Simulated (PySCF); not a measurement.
## Electron correlation in Al²⁺ (aluminium, charge +2)

[Ne] 3s1, 2S determinant. Computed with PySCF 2.14 in aug-cc-pwCVTZ, with the non-relativistic Hamiltonian (point nucleus). Frozen: 1s2; 9 electrons correlated.

```json
{"level": "CCSD", "correlation energy (mhartree)": "-247.64"}
{"level": "(T)", "correlation energy (mhartree)": "-1.79"}
{"level": "CCSD(T)", "correlation energy (mhartree)": "-249.43"}
```

Diagnostics: T1 = 0.0036, D1 = 0.0116, largest double amplitude 0.011.

Cost of the coupled-cluster step: of the order of 15 core-seconds, for 9 correlated electrons.

Iterations:

```
CC2 = 0
CCSD nocc = (np.int64(5), np.int64(4)), nmo = (74, 74)
frozen orbitals [[0], [0]]
max_cycle = 100
direct = 0
conv_tol = 1e-08
conv_tol_normt = 1e-06
diis_space = 8
diis_start_cycle = 0
Init t2, MP2 energy = -0.243194389496393
Init E_corr(UCCSD) = -0.243194389530819
cycle = 1  E_corr(UCCSD) = -0.246323416552849  dE = -0.00312902702  norm(t1,t2) = 0.0135054
cycle = 2  E_corr(UCCSD) = -0.247470297100636  dE = -0.00114688055  norm(t1,t2) = 0.0032154
cycle = 3  E_corr(UCCSD) = -0.247637721208839  dE = -0.000167424108  norm(t1,t2) = 0.00106459
cycle = 4  E_corr(UCCSD) = -0.247643151581373  dE = -5.43037253e-06  norm(t1,t2) = 0.000111721
cycle = 5  E_corr(UCCSD) = -0.247636352732163  dE = 6.79884921e-06  norm(t1,t2) = 1.86134e-05
cycle = 6  E_corr(UCCSD) = -0.247636342122713  dE = 1.06094496e-08  norm(t1,t2) = 1.19932e-06
cycle = 7  E_corr(UCCSD) = -0.247636389025037  dE = -4.69023242e-08  norm(t1,t2) = 1.52757e-07
cycle = 8  E_corr(UCCSD) = -0.247636389462808  dE = -4.37770431e-10  norm(t1,t2) = 1.61798e-08
UCCSD converged
E(UCCSD) = -241.277260009727  E_corr = -0.2476363894628077
UCCSD(T) correction = -0.00179126198477448
```
